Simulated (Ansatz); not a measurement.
Relaxation of CH7GeNSi (11 atoms, charge 0, multiplicity 1), to a largest force component of 0.02 eV/Å in at most 50 steps.

Computed with RKS revPBE-D4/def2-mTZVP (Ansatz).

```xyz
11
Properties=species:S:1:pos:R:3
C -0.918 0.137 -0.590
Si -0.596 -0.115 1.193
N 1.138 -0.066 0.825
Ge 0.998 0.250 -0.993
H -1.460 1.151 -0.798
H -1.468 -0.669 -1.081
H -0.989 -1.444 1.647
H -0.954 1.042 2.030
H 1.523 -1.031 0.974
H 1.399 -0.967 -1.814
H 1.393 1.656 -1.373
```

Q: Where does it end, and by what steps?

A: The run converged. After 9 steps the energy has fallen by 0.852 eV; H9 moved furthest, 0.79 Å.

```json
{"step": "0", "energy less start (eV)": "0.0000", "largest force component (eV/Å)": "2.550", "accepted": "yes"}
{"step": "1", "energy less start (eV)": "-0.5882", "largest force component (eV/Å)": "0.834", "accepted": "yes"}
{"step": "2", "energy less start (eV)": "-0.6873", "largest force component (eV/Å)": "0.721", "accepted": "yes"}
{"step": "3", "energy less start (eV)": "-0.7487", "largest force component (eV/Å)": "0.746", "accepted": "yes"}
{"step": "4", "energy less start (eV)": "-0.8117", "largest force component (eV/Å)": "0.780", "accepted": "yes"}
{"step": "5", "energy less start (eV)": "-0.6495", "largest force component (eV/Å)": "2.993", "accepted": "no"}
{"step": "6", "energy less start (eV)": "-0.8369", "largest force component (eV/Å)": "0.371", "accepted": "yes"}
{"step": "7", "energy less start (eV)": "-0.8450", "largest force component (eV/Å)": "0.530", "accepted": "yes"}
{"step": "8", "energy less start (eV)": "-0.8509", "largest force component (eV/Å)": "0.028", "accepted": "yes"}
{"step": "9", "energy less start (eV)": "-0.8515", "largest force component (eV/Å)": "0.013", "accepted": "yes"}
```

```xyz
11
Properties=species:S:1:pos:R:3
C -1.030 0.232 -0.629
Si -0.594 -0.215 1.175
N 1.107 -0.249 0.777
Ge 0.921 0.146 -1.048
H -1.469 1.227 -0.777
H -1.634 -0.509 -1.169
H -1.176 -1.523 1.643
H -0.998 0.819 2.192
H 1.936 -0.456 1.326
H 1.386 -1.003 -1.993
H 1.616 1.474 -1.477
```

Run time: 10 s on 2 threads of AMD EPYC 9R45 96-Core Processor (Zen 5) (shared host), peak memory 0.19 GiB.
